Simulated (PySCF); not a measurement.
## How methods differ on the excitation energy of In

In [Kr] 4d10 5s2 5p1 (2P) → In [Kr] 4d10 5s2 5d1 (2D), as a difference of total energies. Computed with PySCF 2.14 in aug-cc-pVTZ-DK3 (8s7p5d2f, 68 functions), with the spin-free X2C one-electron Hamiltonian (Gaussian nucleus). Correlated levels: valence: [Kr] 4d10 frozen. The calculations carry no spin-orbit coupling.

**Question.** Order these methods by the excitation energy they give, lowest first.
A. BLYP
B. B2PLYP
C. UHF
D. MP2 (valence)

**Answer.** A (29426 cm⁻¹), B (31546 cm⁻¹), C (32171 cm⁻¹), D (32423 cm⁻¹).

Errors of the correlated levels include the incompleteness of this basis and the frozen core.

The promoted electron is Rydberg-like, and one or two diffuse shells describe it only roughly, which tends to raise the upper state.

For comparison: 31431 cm⁻¹ (measured; NIST levels, between the centres of gravity of the two terms).
